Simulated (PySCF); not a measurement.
Match the calculated data to a structure.

All candidates are C8H8.

| technique | computed result |
| --- | --- |
| XPS | C1s 289.9 (×2), C1s 289.9 (×2), C1s 290.4, C1s 290.5 (×2), C1s 290.8 eV [ΔSCF SCAN, pcX-2 on the ionised atom, pcseg-1 elsewhere, spin-free X2C] |
| Rotational structure | rotational constants A, B, C: 3.489, 3.011, 2.279 GHz [PBE0-D3(BJ)/def2-SVP] |
| Polarisability | 81.0 au [wB97X-D/def2-SVPD] |
| Dipole | 0.23 D [wB97X-D/def2-SVPD] |
| UV, first state | lowest singlet excitation: 5.80 eV (214 nm, f = 0.037) [TDDFT wB97X-D/def2-SVPD] |
| 13C NMR | chemical shifts (computed TMS as zero) by class: 138.1 (2 C), 128.7 (2 C), 56.3 (1 C), 51.4 (1 C), 44.9 (2 C) ppm [GIAO PBE0/pcSseg-1] |
| Couplings | largest of the computed one-bond spin–spin couplings (means over like bonds): 13C–1H +180.8, 13C–1H +176.0 (×2), 13C–1H +174.6 (×2), 13C–1H +173.7 (×2), 13C–1H +152.4, 13C–13C +73.5 (×2), 13C–13C +55.0 (×2), 13C–13C +41.0 Hz [B3LYP/pcJ-1, spin–dipole term left out] |

The electronic properties come from PySCF, for the isolated species, density fitting. Levels stand in brackets. The structure is a single PBE0-D3(BJ)/def2-SVP conformer in the gas phase; no vibrational or solvent corrections. NMR values are class means; diastereotopic atoms form classes of their own.

**Question.** Which candidate is it?
A. `C=C1C=CC=CC=C1`
B. `C=Cc1ccccc1`
C. `C1=CC2C3C=CC1C23`

**Answer.** C. It is `C1=CC2C3C=CC1C23`. Numbering: `[CH:1]1=[CH:2][C@H:3]2[C@H:4]3[CH:5]=[CH:6][C@@H:7]1[C@@H:8]23`. Its formula, C8H8, gives 5 degrees of unsaturation: 3 rings and 2 π bonds in the structure found. 8 carbons fall into 5 classes; from least to most shielded: alkene CH carbon [C1/C6] (138.1 ppm, 2 C), alkene CH carbon [C2/C5] (128.7 ppm, 2 C), sp3 carbon at a ring junction [C7] (56.3 ppm), sp3 carbon at a ring junction [C8] (51.4 ppm), sp3 carbon at a ring junction [C3/C4] (44.9 ppm, 2 C). The couplings run between: +180.8 Hz, sp3 carbon at a ring junction [C8] and its hydrogen; +176.0 Hz, sp3 carbon at a ring junction [C3] and its hydrogen (with 1 like pair); +174.6 Hz, alkene CH carbon [C1] and its hydrogen (with 1 like pair); +173.7 Hz, alkene CH carbon [C2] and its hydrogen (with 1 like pair); +152.4 Hz, sp3 carbon at a ring junction [C7] and its hydrogen; +73.5 Hz, alkene CH carbon [C1] and alkene CH carbon [C2] (with 1 like pair); +55.0 Hz, alkene CH carbon [C2] and sp3 carbon at a ring junction [C3] (with 1 like pair); +41.0 Hz, sp3 carbon at a ring junction [C7] and sp3 carbon at a ring junction [C8]. The core levels belong to: C1s 289.9 eV, alkene CH carbon [C1/C6]; C1s 289.9 eV, alkene CH carbon [C2/C5]; C1s 290.4 eV, sp3 carbon at a ring junction [C8]; C1s 290.5 eV, sp3 carbon at a ring junction [C3/C4]; C1s 290.8 eV, sp3 carbon at a ring junction [C7]. The optimised geometry has point group Cs and is an asymmetric top.

The others, at the same levels:
- `C=C1C=CC=CC=C1` fails: its computed lowest singlet excitation is 2.82 eV (440 nm, f = 0.014) (against 5.80 eV), static isotropic polarisability is 102.9 au (against 81.0 au) and rotational constant A is 3.694 GHz (against 3.489 GHz).
- `C=Cc1ccccc1` fails: its computed lowest singlet excitation is 5.03 eV (247 nm, f = 0.143) (against 5.80 eV), static isotropic polarisability is 97.0 au (against 81.0 au) and rotational constant A is 5.180 GHz (against 3.489 GHz).

Each candidate is one conformer, not necessarily the lowest. Dipoles, sizes and rotational constants follow the conformer. The torsions of the flexible species, by atom-mapped SMILES:
- `[CH2:1]=[CH:2][c:3]1[cH:4][cH:5][cH:6][cH:7][cH:8]1`: C1–C2–C3–C4 0°

The conformers of `C1=CC2C3C=CC1C23` aren't listed.
